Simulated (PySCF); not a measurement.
COS, charge +1, doublet, geometry from GFN2-xTB (a state made from the parent by changing its charge; the spin is typed, not shown lowest); M06/3-21G in PySCF.

Input for PySCF:
```python
from pyscf import gto, scf, dft

mol = gto.Mole()
mol.atom = '''
    O    -0.00000000   -0.00000000   -1.68366881
    C    -0.00000000   -0.00000000   -0.55245407
    S     0.00000000    0.00000000    1.04900468
'''
mol.basis = '3-21g'
mol.charge = 1
mol.spin = 1
mol.verbose = 4
mol.build()

mf = dft.UKS(mol)
mf.xc = 'm06'
mf.grids.atom_grid = (99, 590)
mf.kernel()
```

Write the output that PySCF gives for this input, abridged.


```
PySCF version 2.14.0

[INPUT] verbose = 4
[INPUT] num. atoms = 3
[INPUT] num. electrons = 29
[INPUT] charge = 1
[INPUT] spin (= nelec alpha-beta = 2S) = 1
[INPUT] symmetry False subgroup None
[INPUT] Mole.unit = angstrom
[INPUT] Symbol           X                Y                Z      unit          X                Y                Z       unit  Magmom
[INPUT]  1 O      0.000000000000   0.000000000000  -1.683668810000 AA    0.000000000000   0.000000000000  -3.181672935372 Bohr   0.0
[INPUT]  2 C      0.000000000000   0.000000000000  -0.552454070000 AA    0.000000000000   0.000000000000  -1.043986888701 Bohr   0.0
[INPUT]  3 S      0.000000000000   0.000000000000   1.049004680000 AA    0.000000000000   0.000000000000   1.982331548587 Bohr   0.0

nuclear repulsion = 78.9628626377604
number of shells = 17
number of NR pGTOs = 57
number of NR cGTOs = 31
basis = 3-21g
ecp = {}

******** <class 'pyscf.dft.uks.UKS'> ********
method = UKS
initial guess = minao
damping factor = 0
level_shift factor = 0
DIIS = <class 'pyscf.scf.diis.CDIIS'>
diis_start_cycle = 1
diis_space = 8
diis_damp = 0
SCF conv_tol = 1e-09
SCF conv_tol_grad = None
SCF max_cycles = 50
direct_scf = True
direct_scf_tol = 1e-13
number electrons alpha = 15  beta = 14
XC library pyscf.dft.libxc version 7.1.2
    S. Lehtola, C. Steigemann, M. J. T. Oliveira, and M. A. L. Marques,  SoftwareX 7, 1–5 (2018)
XC functionals = m06
    Y. Zhao and D. G. Truhlar,  Theor. Chem. Acc. 120, 215 (2008)
    Y. Zhao and D. G. Truhlar,  Theor. Chem. Acc. 120, 215 (2008)
radial grids:
    Treutler-Ahlrichs [JCP 102, 346 (1995); DOI:10.1063/1.469408] (M4) radial grids

becke partition: Becke, JCP 88, 2547 (1988); DOI:10.1063/1.454033
pruning grids: <function nwchem_prune>
grids dens level: 3
symmetrized grids: False
atomic radii adjust function: <function treutler_atomic_radii_adjust>
User specified grid scheme (99, 590)
small_rho_cutoff = 0
Set gradient conv threshold to 3.16228e-05
tot grids = 92312
init E= -509.08528818412

cycle= 1 E= -508.333309189498  delta_E= 0.752  |g|= 0.512  |ddm|= 1.69
cycle= 2 E= -507.671382404129  delta_E= 0.662  |g|= 1.41  |ddm|= 1.27
cycle= 3 E= -508.459961128455  delta_E= -0.789  |g|= 0.112  |ddm|= 0.835
cycle= 4 E= -508.465337346812  delta_E= -0.00538  |g|= 0.0615  |ddm|= 0.198
cycle= 5 E= -508.467503097261  delta_E= -0.00217  |g|= 0.0115  |ddm|= 0.0752
cycle= 6 E= -508.467606075388  delta_E= -0.000103  |g|= 0.00472  |ddm|= 0.0155
cycle= 7 E= -508.467649009115  delta_E= -4.29e-05  |g|= 0.00143  |ddm|= 0.0123
cycle= 8 E= -508.467654509792  delta_E= -5.5e-06  |g|= 0.000396  |ddm|= 0.00509
cycle= 9 E= -508.467654808968  delta_E= -2.99e-07  |g|= 9.96e-05  |ddm|= 0.00113
cycle= 10 E= -508.467654832287  delta_E= -2.33e-08  |g|= 1.07e-05  |ddm|= 0.000409
cycle= 11 E= -508.467654832751  delta_E= -4.64e-10  |g|= 4.23e-06  |ddm|= 5.47e-05
Extra cycle  E= -508.467654832885  delta_E= -1.34e-10  |g|= 7.09e-06  |ddm|= 2.92e-05
converged SCF energy = -508.467654832885  <S^2> = 0.75857965  2S+1 = 2.0085613
```
